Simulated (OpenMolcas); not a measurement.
# Sb IV: effect of correlating more closed shells

```json
{"Program": "OpenMolcas 26.06", "Basis": "ANO-RCC-VTZP [7s6p4d2f1g]", "Scalar Hamiltonian": "DKH2, point nucleus", "Active space": "2 electrons in 4 orbitals (5s 5p)", "State averaging": "2S+1 = 3 even, 3 roots; 2S+1 = 1 even, 7 roots; 2S+1 = 3 odd, 3 roots; 2S+1 = 1 odd, 3 roots", "Spin-orbit coupling": "RASSI with atomic mean-field integrals over the reference wave functions, term energies averaged over their components"}
```

Methods on the same reference wave functions:
A. CASSCF
B. MS-CASPT2, IPEA 0.25 Eh, imaginary shift 0.1 Eh (closed shells correlated: none)
C. MS-CASPT2, IPEA 0.25 Eh, imaginary shift 0.1 Eh (closed shells correlated: 4d)
D. MS-CASPT2, IPEA 0.25 Eh, imaginary shift 0.1 Eh (closed shells correlated: 4s 4p 4d)

Energies in cm-1 above 5s2 1S0, the measured ground level; measured values from Moore, Atomic Energy Levels, vol. III, NSRDS-NBS 35 (1971 reprint of NBS Circular 467, 1958).

| Level | A | B | C | D | Measured |
| --- | --- | --- | --- | --- | --- |
| 5s2 1S0 | 0.0 | 0.0 | 0.0 | 0.0 | 0.0 |
| 5s 5p 3P* 0 | 60094 | 60310 | 65250 | 65580 |  |
| 5s 5p 3P* 1 | 62284 | 62470 | 67330 | 67660 | 66700 |
| 5s 5p 3P* 2 | 67352 | 67570 | 72510 | 72840 | 72560 |
| 5s 5p 1P* 1 | 102823 | 98100 | 95330 | 95460 | 95952 |
| 5p2 3P0 | 150084 | 149950 | 153670 | 154570 | 152076 |
| 5p2 3P1 | 153490 | 153580 | 157450 | 158370 | 156388 |
| 5p2 1S0 | 189030 | 182660 | 183970 | 184470 |  |

Deviations, from unrounded energies. A percentage is the sum of absolute deviations over the sum of measured energies, with the sign that they share, or ± where signs differ.

```csv
Against measurement,Levels,A,B,C,D
mean absolute deviation (cm-1),5,4300,3300,790,1200
other configurations (%),5,±3.9,±3.0,±0.7,±1.1
```

C lies closest to measurement on these levels and A furthest from it. The largest miss of C in the table is 5p2 3P0, by +1600 cm-1. The ranking rests on the paired levels alone, and a cruder setting can come out closer through cancelling errors.

Among B to D the level of the table that moves most is 5s 5p 3P* 0, by 5300 cm-1 (lowest in B, highest in D). Moves below CASPT2's spread within the term are not significant.

The lowest spin-free term lies below A's lowest term by 0.005 hartree in B, 0.418 hartree in C, 0.591 hartree in D.

What an inner shell adds also hangs on whether the basis holds functions to correlate it.

Over all roots computed the reference weight is 0.94 to 1.00 in B, 0.89 to 0.95 in C, 0.88 to 0.93 in D; the roots of lowest weight are the least certain, and an intruder state may touch them. The ¹D term of p² mixes with s d, which this space lacks. Computed and measured levels are paired by configuration, term and J; levels that our copy of the source lacks, or whose pairing is in doubt (as where it misses far off the trend of its configuration), stay unpaired and out of the deviations. Levels of configurations outside the active space are missing. Levels that lie high or do not pair safely by name in every column are left out.

* marks odd parity.
